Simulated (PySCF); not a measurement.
**Radial density of Pt (platinum, neutral)**

PBEsol, [Xe] 4f14 5d9 6p1, one real determinant (an excited configuration). All numbers are calculated (PySCF 2.14, scalar relativity through the core potential, in aug-cc-pwCVTZ-PP with ECP60MDF (8s8p7d4f3g, 122 functions)). This is the valence pseudo-density: the core potential removes the inner electrons and smooths the orbitals near the nucleus.

| r (bohr) | 4πr²ρ (e/bohr) | 4πr²(ρα − ρβ) |
| --- | --- | --- |
| 0.150 | 0.0001087 | 0.0000 |
| 0.253 | 0.004344 | 0.0002 |
| 0.425 | 0.3958 | 0.0085 |
| 0.715 | 8.972 | 0.2216 |
| 1.20 | 13.87 | 0.7092 |
| 2.02 | 3.987 | 0.4757 |
| 3.40 | 0.7080 | 0.3176 |
| 5.72 | 0.1327 | 0.1224 |
| 9.63 | 0.009479 | 0.0095 |
| 16.2 | 5.394e-05 | 0.0001 |

⟨L²⟩ = 8.11 against 12 for a pure F term, so this real determinant mixes terms. Energies and moments cover only the electrons outside the core potential. Spin-orbit coupling, absent here, splits the open shell strongly.
